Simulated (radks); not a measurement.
Problem. Valence configurations of Ba (all share [Xe]). All-electron calculation, Dirac Kohn-Sham, PBE, spin-unpolarised, spherical densities, finite nucleus; open shells fill j = l - 1/2 first; Fermi nuclear charge, rms radius 4.8378 fm. Program: a radial shooting solver on a logarithmic mesh with Libxc functionals. Order these by energy: 6s1 6p1; 6p2; 5d1 6s1; 6s1.5 6p0.5; 5d1 6p1; 6s2; 5d0.5 6s1 6p0.5; 4f1 6s1; 5d0.5 6s1.5.

Solution. From the lowest, in eV above it: 6s2 0.000; 5d0.5 6s1.5 0.605; 6s1.5 6p0.5 0.955; 5d1 6s1 1.272; 5d0.5 6s1 6p0.5 1.508; 6s1 6p1 1.927; 5d1 6p1 2.996; 6p2 3.922; 4f1 6s1 4.168. NIST lists [Xe] 6s2 as the ground configuration; this level of theory agrees among the configurations tried. The energies are those of spherical spin-averaged densities, not of single terms.
